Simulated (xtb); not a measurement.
Si(OSiH3)2(NHSiH3)(Cl) (ClH₁₀NO₂Si₄), SMILES [SiH3]N[Si](Cl)(O[SiH3])O[SiH3]. All values are semi-empirical tight-binding results from xtb (GFN2-xTB unless named), good for trends rather than for accurate numbers. Coordinates come from a GFN2-xTB optimisation. One conformer was computed; it need not be the lowest.

Computed properties:
```yaml
orbital_gap: 5.32 eV
dipole_moment: 3.17 D
zero_point_energy: 62.0 kcal/mol
G − E(el) at 298.15 K (modified RRHO): 34.6 kcal/mol
static polarisability (D4 model): 146.2 bohr³
solvation energy, GFN2-xTB/ALPB(water): 0.5 kcal/mol
solvation energy, GFN2-xTB/ALPB(chcl3): -5.7 kcal/mol
```
